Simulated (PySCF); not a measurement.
# Ag: interval between two levels

Ag [Kr] 4d10 5s1 [2S1/2, M_J = 1/2] → Ag [Kr] 4d10 5p1 [2P3/2, M_J = 3/2], as a difference of total energies. All numbers are calculated (PySCF 2.14, the two-component X2C-1e Hamiltonian, in x2c-SVPall-2c with one added diffuse shell each of s, p, d type (7s9p7d1f, 76 functions)). Correlated levels: [Ar] 3d10 frozen; the 6 highest virtual spinors dropped. "Screened" scales the spin-orbit matrix elements by Boettger's factors to mimic the two-electron term; Breit and QED terms are absent.

| method | interval between two levels (cm⁻¹) | error (cm⁻¹) |
| --- | --- | --- |
| GHF (spin-free) | 24966 | -5507 |
| GMP2 (spin-free) | 28468 | -2005 |
| GHF (screened spin-orbit) | 25171 | -5301 |
| GMP2 (screened spin-orbit) | 28740 | -1733 |

Reference: 30473 cm⁻¹ (measured; NIST Handbook of Basic Atomic Spectroscopic Data (Sansonetti and Martin, J. Phys. Chem. Ref. Data 34, 1559 (2005))).

The spin-free rows lack the spin-orbit shift.

Errors of the correlated levels include the incompleteness of this basis and the frozen core.
